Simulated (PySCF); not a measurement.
## InO⁺ from Hartree–Fock to correlated methods

State: ³Σ⁻ (triplet), unpaired electrons π ↑↑. Set-up: In def2-SVPD with ECP28, O def2-SVPD; scalar-relativistic core potentials (PySCF 2.14). De refers to In⁺ + O in their high-spin ground configurations, without counterpoise correction. The functionals are run spin-unrestricted. A positive dipole points towards O; it is taken about the centre of mass and depends on that origin.

```json
{"Level": "UHF", "Re (Å)": "3.273", "ωe (cm⁻¹)": "77.9", "De (eV)": "0.119", "μ (D)": "-1.16", "CPU s a point (SCF and correlation, without the integrals)": "0.19"}
{"Level": "UHF-MP2", "Re (Å)": "3.054", "ωe (cm⁻¹)": "107", "De (eV)": "0.192", "μ (D)": "n/a", "CPU s a point (SCF and correlation, without the integrals)": "0.34"}
{"Level": "UHF-SCS-MP2", "Re (Å)": "3.082", "ωe (cm⁻¹)": "103", "De (eV)": "0.182", "μ (D)": "n/a", "CPU s a point (SCF and correlation, without the integrals)": "n/a"}
{"Level": "UHF-CCSD", "Re (Å)": "3.062", "ωe (cm⁻¹)": "106", "De (eV)": "0.191", "μ (D)": "n/a", "CPU s a point (SCF and correlation, without the integrals)": "n/a"}
{"Level": "UHF-CCSD(T)", "Re (Å)": "3.036", "ωe (cm⁻¹)": "110", "De (eV)": "0.202", "μ (D)": "n/a", "CPU s a point (SCF and correlation, without the integrals)": "14"}
{"Level": "PBE", "Re (Å)": "2.928", "ωe (cm⁻¹)": "132", "De (eV)": "0.262", "μ (D)": "-0.30", "CPU s a point (SCF and correlation, without the integrals)": "0.6"}
{"Level": "BP86", "Re (Å)": "2.925", "ωe (cm⁻¹)": "131", "De (eV)": "0.234", "μ (D)": "-0.28", "CPU s a point (SCF and correlation, without the integrals)": "0.4"}
{"Level": "r²SCAN", "Re (Å)": "2.891", "ωe (cm⁻¹)": "137", "De (eV)": "0.252", "μ (D)": "-0.22", "CPU s a point (SCF and correlation, without the integrals)": "0.88"}
{"Level": "r²SCANh", "Re (Å)": "2.904", "ωe (cm⁻¹)": "133", "De (eV)": "0.238", "μ (D)": "-0.31", "CPU s a point (SCF and correlation, without the integrals)": "1"}
{"Level": "PBE0", "Re (Å)": "2.951", "ωe (cm⁻¹)": "124", "De (eV)": "0.222", "μ (D)": "-0.50", "CPU s a point (SCF and correlation, without the integrals)": "0.97"}
{"Level": "CAM-B3LYP", "Re (Å)": "2.966", "ωe (cm⁻¹)": "119", "De (eV)": "0.206", "μ (D)": "-0.57", "CPU s a point (SCF and correlation, without the integrals)": "1"}
{"Level": "B2PLYP", "Re (Å)": "3.013", "ωe (cm⁻¹)": "112", "De (eV)": "0.192", "μ (D)": "-0.71", "CPU s a point (SCF and correlation, without the integrals)": "0.65"}
```

Q: Which functional lies closest to UHF-CCSD(T) in De, which farthest, and by how much do they differ from it?

A: Closest is CAM-B3LYP (-7.0 pm in Re, +8.2 % in ωe, +0.00 eV in De against UHF-CCSD(T) in the same basis), farthest PBE (-10.8 pm in Re, +20.0 % in ωe, +0.06 eV in De). CCSD(T) converges more slowly with the basis than the functionals do and binds too weakly in this one, so the order can change at the basis-set limit.

Q: What does the triples do here, going from UHF-CCSD to UHF-CCSD(T)?

A: UHF-CCSD(T) less UHF-CCSD: -2.6 pm in Re, +3.8 % in ωe, +0.01 eV in De. Correlation nearly always deepens the well. The bond shortens, as in weak, metallic or heavy-atom bonds, where dispersion and the correlation of outer-core electrons pull the atoms together.

Q: What does all correlation do here, going from UHF to UHF-CCSD(T)?

A: UHF-CCSD(T) less UHF: -23.7 pm in Re, +41.2 % in ωe, +0.08 eV in De. Correlation nearly always deepens the well. The bond shortens, as in weak, metallic or heavy-atom bonds, where dispersion and the correlation of outer-core electrons pull the atoms together.

Correlated steps freeze 5 core orbitals. The bond is weak. Basis-set superposition, not corrected here, can be much of De in a small basis, most of all at correlated wavefunction levels. These are scalar-relativistic numbers at best; spin–orbit coupling would shift them, the dissociation energy most. For an ion De counts to the pair picked by the measured ionisation energies or electron affinities, which need not be the lowest pair at this level. B2PLYP dipoles, levels and charges come from its SCF part alone. The state was picked by a PBE0 search and need not be the measured ground state.

The whole job (state search and all levels along the bond) took about 3.8 min on 1 thread of Arm Neoverse V1 (shared host), peak memory 0.79 GiB.
